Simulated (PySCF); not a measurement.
# Magnetisability: `CC1=CC[P@](C)(=N)C1`, C6H12NP

Geometry:
```tsv
atom	x (Å)	y (Å)	z (Å)
C1	2.511	-0.881	-0.286
C2	1.262	-0.129	0.035
C3	0.978	1.106	-0.367
C4	-0.334	1.676	0.060
P5	-1.342	0.163	0.490
C6	-1.879	-0.491	-1.115
N7	-2.593	0.189	1.414
C8	0.214	-0.792	0.878
H9	2.272	-1.797	-0.827
H10	3.027	-1.166	0.631
H11	3.182	-0.279	-0.894
H12	1.646	1.696	-0.975
H13	-0.814	2.286	-0.709
H14	-0.233	2.294	0.959
H15	-1.049	-0.534	-1.818
H16	-2.292	-1.484	-0.949
H17	-2.667	0.156	-1.494
H18	-2.431	0.537	2.349
H19	0.432	-0.680	1.946
H20	0.108	-1.859	0.671
```

Method: PySCF, GIAO wB97X-D/pcSseg-1 magnetisability, rotational g tensor and spin-rotation constants, non-relativistic, gas phase. Geometry: GFN2-xTB.

What are the magnetisability and the molar susceptibility?

Isotropic -1449 × 10⁻³⁰ J/T², or -87.3 × 10⁻⁶ cm³/mol; principal values -1511, -1475, -1362 × 10⁻³⁰ J/T², anisotropy 135 × 10⁻³⁰ J/T² (root of half the summed squared differences of the principal values). The susceptibility is in cgs units.

Split it along the inertial axes a, b, c into diamagnetic and paramagnetic parts about the centre of mass, with the quadrupole moment.


| axis | χ (10⁻⁶ cm³/mol) | diamagnetic (10⁻⁶ cm³/mol) | paramagnetic (10⁻⁶ cm³/mol) | summed x² of all electrons (Å²) | quadrupole Θ (D Å) |
| --- | --- | --- | --- | --- | --- |
| a | -89.5 | -529.3 | 439.7 | 211.7 | -12.60 |
| b | -82.9 | -1136.8 | 1053.9 | 68.5 | +5.16 |
| c | -89.4 | -1188.9 | 1099.5 | 56.2 | +7.45 |

Anisotropies 2χaa − χbb − χcc = -6.7 and 2χbb − χaa − χcc = +13.2 × 10⁻⁶ cm³/mol. Θ is traceless in Buckingham's convention.

And the rotational g tensor?


| axis | rotational constant (GHz) | g | nuclear part | electronic part |
| --- | --- | --- | --- | --- |
| a | 3.1778 | -0.0110 | 0.6455 | -0.6565 |
| b | 1.2190 | -0.0140 | 0.5895 | -0.6035 |
| c | 1.1576 | -0.0105 | 0.5875 | -0.5980 |

Asymmetric top; isotopes 12C, 1H, 14N, 31P; no vibrational averaging.
